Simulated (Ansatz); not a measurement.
`C[SiH2]CCCl` + `[SiH3][TeH]` → `C[SiH2][Te][SiH3]` + `CCCl`  (ligand exchange at the Si–C bond)

Gas-phase electronic energies from Ansatz, PBE0-D4/def2-TZVP geometries. CCSD(T)/CBS is the MP2 limit (def2-TZVPP, def2-QZVPP) plus CCSD(T) − MP2 in def2-TZVPP, frozen cores. DFT in def2-TZVPP. B3LYP here is the variant with VWN-RPA as its local correlation; programs differ in this. Elements past krypton have def2 core potentials. For Te outer-core shells are correlated without core-valence functions, which leaves a few kJ/mol of doubt a bond. One conformer a species, not always the lowest.

`C[SiH2]CCCl`:

```xyz
14

C    -1.627   -0.702   -0.923
Si   -0.716    0.862   -0.450
C     0.560    0.547    0.904
C     1.632   -0.428    0.490
Cl    2.841   -0.703    1.788
H    -2.125   -1.141   -0.054
H    -2.390   -0.492   -1.676
H    -0.948   -1.450   -1.338
H    -1.676    1.884    0.049
H    -0.024    1.422   -1.646
H     1.012    1.505    1.178
H     0.040    0.179    1.794
H     1.225   -1.411    0.256
H     2.197   -0.071   -0.371
```

`[SiH3][TeH]`:

Cartesian coordinates in Å:
```
Si -0.585 0.233 0.157
Te 1.119 -0.895 -1.272
H -0.209 1.640 0.441
H -1.836 0.197 -0.641
H -0.782 -0.491 1.437
H 2.295 -0.684 -0.122
```

`C[SiH2][Te][SiH3]`:

```xyz
12

C     1.366    0.741   -1.138
Si   -0.216    1.357   -0.360
Te   -2.067   -0.317   -0.530
Si   -1.010   -1.744    1.214
H     1.710   -0.171   -0.646
H     1.212    0.521   -2.196
H     2.151    1.497   -1.048
H    -0.717    2.571   -1.056
H    -0.001    1.675    1.077
H    -0.932   -1.025    2.510
H    -1.857   -2.955    1.360
H     0.362   -2.151    0.813
```

`CCCl`:

Cartesian coordinates in Å:
```
C -0.110 -0.252 -0.749
C 0.162 0.083 0.695
Cl -0.388 1.736 1.097
H 0.238 -1.267 -0.961
H 0.412 0.437 -1.415
H -1.177 -0.201 -0.968
H 1.226 0.051 0.927
H -0.363 -0.587 1.374
```

| level | ΔE (kJ/mol) | difference from CCSD(T)/CBS |
| --- | --- | --- |
| r2SCAN-D4 | -76.9 | 2.1 |
| PBE0-D4 | -80.3 | -1.3 |
| B3LYP-D4 | -75.7 | 3.3 |
| B2PLYP | -74.7 | 4.3 |
| r2SCAN | -76.6 | 2.4 |
| HF/def2-TZVPP | -74.3 | 4.7 |
| CCSD/def2-TZVPP | -71.5 | 7.5 |
| HF/def2-QZVPP | -74.0 | 5.0 |
| MP2/def2-QZVPP | -85.4 | -6.4 |
| MP2/CBS(def2) | -88.2 | -9.2 |
| CCSD(T)/CBS | -79.0 | 0 |

Largest T1 diagnostic among the species: 0.011.

The D4 term adds −4.4 kJ/mol with B3LYP and −2.3 kJ/mol with PBE0; it sums over pairs of atoms, weighted by their polarisabilities, and B3LYP, whose exchange is more repulsive, gets the larger term.
